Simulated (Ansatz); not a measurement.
H6NPSi2 (`[SiH3]N1[SiH2]P1`). Charge 0, multiplicity 1.

```xyz
10

Si   -0.256   -1.518    0.593
N    -0.237    0.135    0.135
Si   -0.130    1.312   -1.098
P     0.191    1.609    1.041
H    -0.955   -1.666    1.896
H    -0.968   -2.286   -0.462
H     1.119   -2.072    0.742
H    -1.391    1.727   -1.751
H     1.003    1.219   -2.048
H     1.623    1.540    0.951
```

(1) List the harmonic frequencies (cm⁻¹, unscaled) at PBE0-D4/def2-TZVP in Ansatz. (Best estimate.)

(2) Is this a minimum?

(3) Give the ideal-gas thermochemistry at 298.15 K and 1 bar (rigid rotor, harmonic oscillator; point group C1, symmetry number 1).

Results:

(1) Computed: 64, 93, 142, 406, 473, 553, 591, 634, 682, 700, 709, 771, 918, 930, 952, 964, 978, 1148, 2201, 2222, 2227, 2242, 2260, 2286.

(2) Yes, all 24 modes are real.

(3) Zero-point energy 150.4 kJ/mol; H(298) − E = 170.6 kJ/mol; entropy 345.3 J/(mol·K), of which translation 167.2, rotation 113.0, vibration 65.2; G(298) − E = 67.7 kJ/mol. Modes under 100 cm⁻¹ are hindered rotations or soft bends, so the harmonic entropy is rough.
